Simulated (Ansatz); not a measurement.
C2H6F2Ti, SMILES `[CH3][Ti]([CH3])([F])[F]`. Charge 0, multiplicity 1. Geometry: relaxed with PBE0-D4/def2-TZVP.

```xyz
11

C    -0.030    0.547   -1.580
Ti    0.724   -0.457    0.037
C    -0.621   -0.136    1.547
F     0.753   -2.174   -0.332
F     2.257    0.273    0.487
H    -1.020    0.153   -1.828
H    -0.108    1.614   -1.347
H     0.634    0.416   -2.441
H    -0.294   -0.656    2.453
H    -1.604   -0.517    1.250
H    -0.692    0.936    1.754
```

(1) What is the dipole moment at r2SCAN/def2-TZVPP? (Estimate.)

(2) And with PBE, B3LYP, ωB97M-V? (An estimate is asked.)

(3) Give the Mulliken charges with r2SCAN, PBE, ωB97M-V in def2-TZVPP. (An estimate is asked.)

Answers

(1) Ansatz gave: 1.60 D, with components (-1.35, 0.85, -0.07) D in this frame, pointing from negative to positive charge.

(2) The calculation gave: PBE 1.51 D, B3LYP 1.72 D, ωB97M-V 1.66 D.

(3) The calculation gave: 
```tsv
atom	r2SCAN	PBE	ωB97M-V
C1	-0.42	-0.51	-0.52
Ti2	1.07	0.98	1.00
C3	-0.42	-0.51	-0.52
F4	-0.36	-0.32	-0.36
F5	-0.36	-0.32	-0.36
H6	0.08	0.11	0.13
H7	0.08	0.11	0.13
H8	0.08	0.11	0.13
H9	0.08	0.11	0.13
H10	0.08	0.11	0.13
H11	0.08	0.11	0.13
```

B3LYP here is the variant with VWN-RPA as its local correlation; programs differ in this.
